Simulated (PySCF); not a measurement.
anisole (C₇H₈O), SMILES COc1ccccc1.

Geometry: r2SCAN-D4/def2-SVP. Other conformers were not sampled.

Method: TDA-M06-2X/def2-SVPD run with PySCF 2.14.0.

Vertical excitations. Isolated molecule, no solvent. State labels are in the subgroup Cs.

Computed UV-visible absorptions:
```
state  symmetry  energy (eV)  λ (nm)      f                                          main pairs
-----  --------  -----------  ------  -----  --------------------------------------------------
S1           A'         5.34     232  0.032                  HOMO→LUMO 70 %, HOMO−1→LUMO+1 25 %
S2           A'         6.28     197  0.098                  HOMO→LUMO+1 68 %, HOMO−1→LUMO 25 %
S3           A"         6.44     192  0.005                                    HOMO→LUMO+2 82 %
S4           A"         6.87     180  0.023                                    HOMO→LUMO+3 77 %
S5           A"         7.01     177  0.003                  HOMO→LUMO+4 67 %, HOMO→LUMO+5 10 %
S6           A"         7.27     170  0.000              HOMO−1→LUMO+2 54 %, HOMO−1→LUMO+3 29 %
T1           A'         4.34     285      0  HOMO→LUMO 50 %, HOMO→LUMO+1 35 %, HOMO−1→LUMO 12 %
T2           A'         4.51     275      0                    HOMO→LUMO 46 %, HOMO→LUMO+1 45 %
```
Triplets are in the Tamm–Dancoff approximation.
